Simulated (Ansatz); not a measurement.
```xyz
5

C     0.4910    0.0000    0.0000
H     1.1116    0.6461    0.6461
H     1.1116   -0.6461   -0.6461
F    -0.2872    0.7749   -0.7749
F    -0.2872   -0.7749    0.7749
```

Basis set: cc-pVDZ (spherical functions). Left uncorrelated: 3 orbitals. Charge 0, multiplicity 1.

Computed with Ansatz (development build ahead of 0.2.0); each method stands on the lowest determinant of its kind that the runs found. Restricted open shells among the atoms or ions are ROHF, correlated in semicanonical orbitals with singles.

Q: Give the atomization energy at this shape (free ground-state atoms in the same class of orbitals less the molecule, no zero-point energy) of singlet CH₂F₂ by RHF-MP2, RHF.

A:

| method | atomization energy |
| --- | --- |
| RHF-MP2 | 17.78 eV |
| RHF | 13.24 eV |
